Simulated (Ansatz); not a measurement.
Reaction (ligand exchange at a B–C bond): `COCBCl` + ethylmethylamine → `CCN(C)BCl` + dimethyl ether

Calculated with Ansatz (gas phase, PBE0-D4/def2-TZVP geometries, no zero-point term in ΔE). CCSD(T)/CBS is the MP2 limit (def2-TZVPP, def2-QZVPP) plus CCSD(T) − MP2 in def2-TZVPP, frozen cores. Functionals use def2-TZVPP. One conformer a species, not always the lowest.

CCSD(T)/CBS gives -154.0 kJ/mol.

**Question.** Another level gave -152.5 kJ/mol. Which?
A. SCS-MP2/def2-TZVPP
B. B2PLYP/def2-TZVPP
C. HF/def2-TZVPP
D. PBE/def2-TZVPP

**Answer.** B. B2PLYP -152.5, PBE -145.7, SCS-MP2/def2-TZVPP -157.2, HF/def2-TZVPP -141.2 kJ/mol.

Largest T1 diagnostic among the species: 0.011.

The D4 term adds −6.6 kJ/mol with B3LYP and −3.8 kJ/mol with PBE0; it sums over pairs of atoms, weighted by their polarisabilities, and B3LYP, whose exchange is more repulsive, gets the larger term. In def2-TZVPP, CCSD(T) changes the Hartree–Fock value by −13.6 kJ/mol (the triples alone add −2.9 kJ/mol) and MP2 by −19.2 kJ/mol.

CCSD(T)/CBS has its own doubt, a few kJ/mol and more with outer-core shells, so smaller differences from it don't rank the levels.

B3LYP here is the variant with VWN-RPA as its local correlation; programs differ in this.
